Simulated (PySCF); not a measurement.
Species: C2H14N2Si3.
Geometry (GFN2-xTB, Å), atoms numbered from 1 in this order:
```xyz
21
C2H14N2Si3 angstrom
C      0.8673    0.6150   -2.2604
N      1.4192    0.0207   -1.0728
Si     2.1916    0.9924    0.1087
C      0.8381   -1.2688   -0.7613
Si    -1.0064   -1.2758   -0.2618
N     -1.1627   -0.2070    1.0837
Si    -2.5924    0.3821    1.8620
H      1.4551    1.4870   -2.5391
H      0.8978   -0.1068   -3.0821
H     -0.1747    0.9270   -2.1205
H      1.3250    1.8497    0.9461
H      2.8959    0.0560    0.9843
H      3.0930    1.8701   -0.6390
H      0.9685   -1.9207   -1.6339
H      1.4264   -1.7105    0.0447
H     -1.8849   -0.8367   -1.3529
H     -1.3711   -2.6481    0.1121
H     -0.2981    0.1845    1.4201
H     -3.2530    1.4031    1.0402
H     -3.4945   -0.7526    2.0504
H     -2.1491    0.9563    3.1332
```

Computed at PBE0/pcSseg-1 (PySCF, non-relativistic), with Q(14N) = 0.02044 b: N2, 14N (I = 1): χzz = -5.370 MHz, η = 0.356; N6, 14N (I = 1): χzz = -3.801 MHz, η = 0.412.

**Question.** Where would the pure quadrupole (NQR) lines of 14N at N2 fall for the rigid, isolated species?

**Answer.** From ν± = (3/4)|χ|(1 ± η/3) and ν0 = |χ|η/2: ν+ 4.506 MHz, ν− 3.549 MHz, ν0 0.956 MHz (silicon-bound nitrogen).

**Question.** Where would the pure quadrupole (NQR) lines of 14N at N6 fall for the rigid, isolated species?

**Answer.** From ν± = (3/4)|χ|(1 ± η/3) and ν0 = |χ|η/2: ν+ 3.242 MHz, ν− 2.460 MHz, ν0 0.782 MHz (nitrogen bridging silicon atoms).

In a crystal, neighbours and librations shift these lines. GFN2-xTB bond lengths can be off by several hundredths of an ångström, more for odd bonds, and the gradients follow them. With so small a basis the couplings can be 20 % off.

One conformer stands for the species.
